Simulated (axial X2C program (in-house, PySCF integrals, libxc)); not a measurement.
**What spin–orbit coupling does to GaN⁻**

Calculated with an axial X2C code built on PySCF integrals. Spin-free means the one-electron spin-free X2C Hamiltonian; two-component (2c) means X2C with spin–orbit coupling and atomic mean-field two-electron Coulomb and Gaunt terms, so the difference of the two also holds small scalar two-electron terms. Basis: Ga dyall-acv3z [10s10p8d5f1g], N dyall-av3z [7s7p3d2f] (cores contracted in-house); Gaussian nuclei, density fitting, unrestricted open shells. Masses: Ga 68.926 u, N 14.003 u.

Spin-free state: M_S = 1/2, Λ = 0 (beyond evenly filled blocks: σα); fragments Ga- + N.

| level | Re (Å) | ωe (cm⁻¹) | De (eV) | μ (D) |
| --- | --- | --- | --- | --- |
| PBE0 | 1.738 | 773.2 | 3.311 | -4.02 |
| HF | 1.902 | 402.5 | 0.343 | -2.27 |
| CCSD | 1.766 | 751.0 | 2.883 | n/a |
| CCSD(T) | 1.762 | 762.2 | 3.194 | n/a |
| BP86 | 1.749 | 751.5 | 4.062 | -3.92 |

Correlated methods: 9 electrons correlated (number of frozen shells: Ga 3 s, 2 p, 1 d; N 1 s), 291 virtual spin orbitals or spinors in MP2, 90 natural virtuals in coupled cluster.

Dipoles are positive if N is the positive end and refer to the centre of mass.

Two-component determinant lowest at the distance of the search:

Ω = 1/2 (⟨Sz⟩ = 0.50, ⟨Lz⟩ = 0.00 at HF); fragments Ga- + N.

```json
{"level": "PBE0", "Re (Å)": "1.738", "ωe (cm⁻¹)": "773.1", "μ (D)": "-4.02"}
{"level": "HF", "Re (Å)": "1.902", "ωe (cm⁻¹)": "402.8", "μ (D)": "-2.27"}
{"level": "CCSD", "Re (Å)": "1.766", "ωe (cm⁻¹)": "750.4", "μ (D)": "n/a"}
{"level": "CCSD(T)", "Re (Å)": "1.762", "ωe (cm⁻¹)": "761.7", "μ (D)": "n/a"}
{"level": "BP86", "Re (Å)": "1.749", "ωe (cm⁻¹)": "751.3", "μ (D)": "-3.92"}
```

**Question.** From the two tables, how do the constants change at the CCSD(T) level (2c against spin-free)?

**Answer.** At the CCSD(T) level Re is unchanged within 0.001 Å and ωe drops by 0.5 cm⁻¹.

Occupations by symmetry block were frozen at the best pattern of an incomplete PBE0 search. Dissociation energies refer to the lowest single-determinant-based atoms at the same level and basis. De is not given where an atomic determinant may have missed its ground term or J level, or where the truncated virtual space spoils (T). Density functionals use the spin component along the axis (collinear). CCSD and (T) use frozen natural virtuals with an MP2 correction for the truncation; (T) itself is uncorrected, so its De runs slightly low. Other states lie close and PBE0, whose exact exchange favours high spin, may order them wrongly; the determinant shown need not be the ground state. The nearest other spin-free determinant of the search, M_S = 1/2, Λ = 1, lies 0.06 eV up at the distance of the search. Without a current term, density functionals place determinants with orbital angular momentum somewhat too high. The highest occupied level of some functionals is positive through self-interaction error; at Hartree–Fock it is bound. The determinant is spin-polarised beyond a pure state at some levels (its spin-free form has ⟨S²⟩ too high), which makes Re and μ there less reliable. The T1 diagnostic is large, a sign of multireference character. With the outer-core shells frozen, correlated bond lengths of heavy atoms tend to come out a few hundredths of an ångström too long. Hartree–Fock gets electron affinities wrong, so its lowest charge split need not be the true one.
